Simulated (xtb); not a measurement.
Input file for xtb: GFN1-xTB on HfAs, 2S+1 = 2, a spin state set in the input, which need not be the lowest, a point of a bond scan (R = 2.197 Å).

```
$ xtb mol.xyz --gfn 1 --sp --chrg 0 --uhf 1
2

Hf     0.00000000     0.00000000     0.00000000
As     0.00000000     0.00000000     2.19728900
```

The head of its log:

```
[...]
           -------------------------------------------------
          |                Calculation Setup                |
           -------------------------------------------------



           -------------------------------------------------
          |                 G F N 1 - x T B                 |
           -------------------------------------------------

        Reference                      10.1021/acs.jctc.7b00118
      * Hamiltonian:
        H0-scaling (s, p, d)           1.850000    2.250000    2.000000
        zeta-weighting                 0.000000
      * Dispersion:
        s8                             2.400000
        a1                             0.630000
        a2                             5.000000
        s9                             0.000000
      * Repulsion:
        kExp                           1.500000
        rExp                           1.000000
      * Coulomb:
        alpha                          2.000000
        third order                    atomic
        anisotropic                    false
      * Halogen bond correction:
        rad-scale                      1.300000
        damping                        0.440000


          ...................................................
          :                      SETUP                      :
          :.................................................:
          :  # basis functions                  20          :
          :  # atomic orbitals                  18          :
          :  # shells                            6          :
          :  # electrons                         9          :
          :  # halogen bonds                     0          :
          :  max. iterations                   250          :
          :  Hamiltonian                  GFN1-xTB          :
          :  restarted?                      false          :
          :  GBSA solvation                  false          :
          :  PC potential                    false          :
          :  electronic temp.          300.0000000     K    :
          :  accuracy                    1.0000000          :
          :  -> integral cutoff          0.2500000E+02      :
          :  -> integral neglect         0.1000000E-07      :
          :  -> SCF convergence          0.1000000E-05 Eh   :
          :  -> wf. convergence          0.2000000E-04 e    :
          :  Broyden damping             0.4000000          :
          :  net charge                          0          :
          :  unpaired electrons                  1          :
          ...................................................

 iter      E             dE          RMSdq      gap      omega  full diag
   1      1.5117086  0.151171E+01  0.333E+01    0.00       0.0  T
   2      1.0155464 -0.496162E+00  0.391E+01    0.00       1.0  T
```

Task: Predict the final total energy.

Result: -3.2325 hartree.
